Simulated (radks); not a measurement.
Q: Species: V III. Configuration: [Ar] 3d3. Calculated with a radial shooting solver on a logarithmic mesh with Libxc functionals: non-relativistic Kohn-Sham, LDA (Slater exchange, Perdew-Zunger correlation), spin-unpolarised, spherical densities, point nucleus. Some entries of the table are withheld. Estimate them.

| orbital | occ. | eigenvalue (Ry) | <r^2> (bohr^2) |
|---|---|---|---|
| 1s | 2 | -391.6869 | 0.006053 |
| 2s | 2 | (1) | 0.1149 |
| 2p | 6 | -38.08205 | (2) |
| 3s | 2 | (3) | (4) |
| 3p | 6 | -4.43711 | 1.223 |
| 3d | 3 | (5) | (6) |
| 4s | 0 | -1.30285 | 8.775 |
| 4p | 0 | -0.94768 | 12.15 |

A: 
(1) 2s eigenvalue (Ry): -44.83965
(2) 2p <r^2> (bohr^2): 0.09347
(3) 3s eigenvalue (Ry): -6.27044
(4) 3s <r^2> (bohr^2): 1.060
(5) 3d eigenvalue (Ry): -1.59624
(6) 3d <r^2> (bohr^2): 2.199
